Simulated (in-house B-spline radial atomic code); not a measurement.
Relativistic effects in Ti⁸⁺, [Ne] 3s2 3p2: non-relativistic Hartree-Fock (point nucleus) against Dirac-Hartree-Fock (Fermi nucleus of rms radius 3.5921 fm), both averages of the configuration, computed with an all-electron radial atomic-structure program (B-spline basis).

| orbital | ε NR (Eh) | ε Dirac (Eh) | <r> NR (bohr) | <r> Dirac (bohr) | change of <r> (%) |
| --- | --- | --- | --- | --- | --- |
| 1s1/2 | -189.74 | ? | 0.07009 | ? | ? |
| 2s1/2 | -27.63 | -27.87 | 0.3229 | 0.3201 | -0.8 |
| 2p1/2 | -24.007 | ? | 0.288 | ? | ? |
| 2p3/2 | -24.007 | -23.969 | 0.288 | 0.2878 | -0.1 |
| 3s1/2 | -7.8716 | -7.9175 | 0.9075 | 0.9022 | -0.6 |
| 3p1/2 | -6.9793 | -7.0114 | 0.9213 | 0.9164 | -0.5 |
| 3p3/2 | -6.9793 | -6.9771 | 0.9213 | 0.9209 | 0.0 |

Q: What happens to 1s1/2?

A: Its energy goes to -190.95 hartree and <r> to 0.06951 bohr (-0.84 %).

Q: What happens to 2p1/2?

A: Its energy goes to -24.188 hartree and <r> to 0.2853 bohr (-0.93 %).

Q: What explains the pattern of contraction and expansion?

A: The s and p1/2 orbitals contract directly, as their density near the nucleus moves at relativistic speed. Nothing expands appreciably in this ion.

Q: By how much does the total energy change?

A: By -4.4392 hartree, from -825.903 to -830.342.
